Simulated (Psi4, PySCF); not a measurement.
The PySCF input:
```python
from pyscf import gto, scf, mp

mol = gto.M(
    atom='''
Cl    2.16430428    0.65063115   -0.02488394
C     0.96868077   -0.56892736   -0.03455329
C    -0.33236363   -0.29237070   -0.00141803
Cl   -0.96728152    1.29724732    0.05435331
Cl   -1.50022928   -1.55086072   -0.01269355
H     1.33660808   -1.58151327   -0.06936094
''',
    basis='cc-pvdz',
    verbose=4,
)

mf = scf.RHF(mol)
mf.kernel()

pt = mp.MP2(mf, frozen=17)
pt.kernel()
print('E(MP2) = %.10f' % pt.e_tot)
```

**Question.** Convert this to an input for Psi4.

**Answer.** This is not unique; one that fits is 
```
memory 2 GB

molecule mol {
0 1
Cl    2.164304    0.650631   -0.024884
C     0.968681   -0.568927   -0.034553
C    -0.332364   -0.292371   -0.001418
Cl   -0.967282    1.297247    0.054353
Cl   -1.500229   -1.550861   -0.012694
H     1.336608   -1.581513   -0.069361
}

set {
  basis cc-pvdz
  reference rhf
  freeze_core true
  mp2_type conv
  scf_type pk
  puream true
  d_convergence 1e-8
}

energy('mp2')
print_variables()
```

Both were run: PySCF gave -1455.459805 Eh and Psi4 -1455.459804 Eh, 0.000 mEh apart.
